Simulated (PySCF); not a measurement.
B(OH)(PH2)2 (BH5OP2), SMILES OB(P)P.

Coordinates come from a PBE-D3(BJ)/def2-SVP optimisation. The values are those of a single conformer.

The numbers are results of PBE-D3(BJ)/def2-SVP (PySCF 2.14.0), not measurements.

Frequencies are harmonic and unscaled.

Computed harmonic wavenumbers and intensities:
```tsv
mode	ν (cm⁻¹)	IR (km/mol)	Raman (Å⁴/amu)	depolarisation	moving atoms (share of kinetic energy)
1	146	3.9	0.8	0.74	H 90 %
2	170	4.5	0.4	0.47	P 52 %, H 29 %, O 11 %
3	174	2.2	0.4	0.64	H 83 %, P 11 %
4	286	6.1	1.1	0.64	O 50 %, P 33 %, H 16 %
5	345	12.4	1.8	0.75	B 50 %, H 40 %
6	434	6.7	7.5	0.06	P 59 %, O 22 %, B 11 %, H 9 %
7	526	59.9	22.0	0.45	H 93 %
8	614	37.4	12.4	0.64	H 87 %
9	636	22.1	8.9	0.71	H 73 %, B 14 %, P 10 %
10	692	5.0	6.2	0.74	H 61 %, B 30 %
11	735	24.6	23.9	0.75	H 84 %, O 10 %
12	809	88.0	4.1	0.43	H 47 %, B 45 %
13	1047	82.5	21.2	0.75	H 94 %
14	1049	34.3	42.8	0.73	H 96 %
15	1088	144.9	4.4	0.75	H 62 %, B 25 %, O 10 %
16	1313	141.3	3.1	0.23	B 67 %, O 29 %
17	2309	55.3	245.1	0.20	H 97 %
18	2333	37.6	186.9	0.13	H 97 %
19	2353	15.2	138.1	0.58	H 97 %
20	2356	61.4	86.5	0.70	H 97 %
21	3707	49.3	159.3	0.32	H 94 %
```
